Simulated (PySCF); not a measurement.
# Deuteron quadrupole couplings in `C=C[P@@](=C)(CC)C(C)C`

Compound: C8H17P.
Geometry (GFN2-xTB, Å), atoms numbered from 1 in this order:
```
atom  x, y, z in Å
C1     1.960    2.283    0.283
C2     1.187    1.291    0.692
P3     0.146    0.404   -0.492
C4    -0.101    1.382   -1.863
C5     1.168   -1.031   -1.030
C6     1.728   -1.901    0.085
C7    -1.114   -0.353    0.724
C8    -1.963   -1.379   -0.011
C9    -1.966    0.807    1.221
H10    1.942    2.579   -0.754
H11    2.605    2.835    0.948
H12    1.165    0.966    1.726
H13   -0.605    0.824   -2.652
H14   -0.663    2.279   -1.600
H15    0.569   -1.623   -1.727
H16    1.977   -0.569   -1.605
H17    2.398   -2.652   -0.331
H18    2.293   -1.296    0.793
H19    0.937   -2.417    0.623
H20   -0.601   -0.819    1.571
H21   -1.387   -2.270   -0.256
H22   -2.337   -0.946   -0.940
H23   -2.818   -1.679    0.594
H24   -1.345    1.578    1.678
H25   -2.498    1.258    0.383
H26   -2.698    0.471    1.954
```

Level: PBE0/pcSseg-1 (PySCF, non-relativistic); Q(2H) = 0.00286 b; rigid geometry, the same for H and D, with no vibrational averaging.

**Question.** Rank these positions by the coupling χzz of a deuteron there, largest first.
A. H16 (methylene hydrogen)
B. H11 (vinylic hydrogen)
C. H22 (methyl hydrogen)
D. H19 (methyl hydrogen)
E. H12 (vinylic hydrogen)

**Answer.** B (224 kHz), E (218 kHz), D (212 kHz), C (205 kHz), A (200 kHz).

**Question.** Tabulate Vzz, the asymmetry η and χzz = 234.96 MHz × Q × Vzz for every hydrogen position.

**Answer.** 
```
atom  bonded to  bond length (Å)  Vzz (au)     η  χzz (kHz)
 H10         C1            1.079    0.3205  0.01        215
 H11         C1            1.079    0.3327  0.02        224
 H12         C2            1.084    0.3238  0.05        218
 H13         C4            1.090    0.3302  0.13        222
 H14         C4            1.090    0.3282  0.12        221
 H15         C5            1.093    0.3047  0.03        205
 H16         C5            1.095    0.2975  0.01        200
 H17         C6            1.089    0.3122  0.02        210
 H18         C6            1.088    0.3114  0.02        209
 H19         C6            1.088    0.3148  0.02        212
 H20         C7            1.094    0.3035  0.02        204
 H21         C8            1.088    0.3146  0.02        211
 H22         C8            1.091    0.3047  0.02        205
 H23         C8            1.089    0.3127  0.02        210
 H24         C9            1.090    0.3081  0.03        207
 H25         C9            1.090    0.3069  0.02        206
 H26         C9            1.089    0.3144  0.02        211
```

**Question.** How does χzz go with the bond length over the 17 C–H bonds?

**Answer.** A straight-line fit has a slope of -10.2 kHz for each 0.01 Å, with a correlation coefficient of -0.68, over lengths from 1.079 to 1.095 Å.

**Question.** Give the 2H NMR doublet splittings at H12 for a magnetic field along the z, y and x axes of the gradient: 3χ/2, 3χ(1 + η)/4, 3χ(1 − η)/4.

**Answer.** With |χ| = 217.6 kHz and η = 0.049: 326, 171 and 155 kHz, to first order and without motion.

Isolated species at its GFN2-xTB geometry (one conformer only). GFN2-xTB bond lengths can be off by several hundredths of an ångström, more for odd bonds, and the gradients follow them. With a basis this small, the couplings can be 20 % off.
